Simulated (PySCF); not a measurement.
**From computed data to an observable: chemical shift, span and skew from a shielding tensor**

SiHBr, SMILES Br[SiH] (connectivity only; charge and spin as stated), neutral, multiplicity 1. Atoms are numbered in the order given.

```xyz
3

Si     0.1085     1.5811     0.0000
H     -1.4042     1.7667     0.0000
Br    -0.0033    -0.6829     0.0000
```

The structure is a stationary point at B3LYP-D3(BJ)/def2-TZVP.

GIAO shieldings from KT2/pcSseg-2 in PySCF, non-relativistic, no solvent. The symmetric part of the tensor of Si1 has the principal values -1163.9, 35.6, 325.7 ppm. The same nucleus in TMS has σ = 351.7 ppm at this level (PySCF, at its B3LYP-D3(BJ)/def2-TZVP geometry). Without spin–orbit terms, shifts of atoms bonded to Cl or Br come out too high.

Q: Work out the isotropic shielding, the ²⁹Si shift against TMS, the span and the skew.

A: 
σ(iso) = (σ11 + σ22 + σ33)/3 = -267.5 ppm. δ = σ(ref) − σ(iso) = 351.7 − (-267.5) = 619.2 ppm.
Span Ω = σ33 − σ11 = 1489.6 ppm. Skew κ = 3(σ(iso) − σ22)/Ω = -0.61. Tumbling in solution averages the tensor to δ; in a static solid the shielding alone would spread this spin-1/2 line over Ω.
